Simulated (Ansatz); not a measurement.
Barrier from R1 to the saddle point P1, each structure at its B3LYP-D3(BJ)/def2-TZVP stationary point, reached from a drawn start; harmonic modes at that level show the others as minima.
R1, H3Si (SMILES [SiH3]) (charge 0, multiplicity 2, Z-matrix in Å and degrees):
```
Si
H 1 1.4828
H 1 1.4828 2 111.02
H 1 1.4828 2 111.02 3 124.02
```
P1, H3Si, a first-order saddle point (one imaginary mode, 700i cm⁻¹) (charge 0, multiplicity 2, Z-matrix in Å and degrees):
```
Si
H 1 1.4669
H 1 1.4669 2 120.00
H 1 1.4669 2 120.00 3 180.00
```

P less R. No zero-point or thermal terms; open shells are unrestricted. No path was followed down from the saddle.

Cores are frozen in the correlated methods.

Run with Ansatz (a first-principles code) with Gaussian orbitals. All values are computed, each at the level named.

Total energies in hartree:

```json
[
 {"structure": "R1", "PBE/def2-TZVPP": "-291.076848", "PBE0/def2-TZVPP": "-291.109261", "CCSD(T)/cc-pV(Q+d)Z": "-290.798972"},
 {"structure": "P1", "PBE/def2-TZVPP": "-291.070156", "PBE0/def2-TZVPP": "-291.101675", "CCSD(T)/cc-pV(Q+d)Z": "-290.790478"}
]
```

Q: Work out the barrier height at each level in kcal/mol (1 hartree = 627.50947 kcal/mol), and say how far PBE/def2-TZVPP lies from CCSD(T)/cc-pV(Q+d)Z.

A: 
- PBE/def2-TZVPP: (-291.070156) − (-291.076848) = 0.006692 hartree = 4.20 kcal/mol
- PBE0/def2-TZVPP: (-291.101675) − (-291.109261) = 0.007586 hartree = 4.76 kcal/mol
- CCSD(T)/cc-pV(Q+d)Z: (-290.790478) − (-290.798972) = 0.008494 hartree = 5.33 kcal/mol
PBE/def2-TZVPP less CCSD(T)/cc-pV(Q+d)Z: -1.13 kcal/mol. CCSD(T)/cc-pV(Q+d)Z is the level counted from, the highest shown, and no exact or measured value.
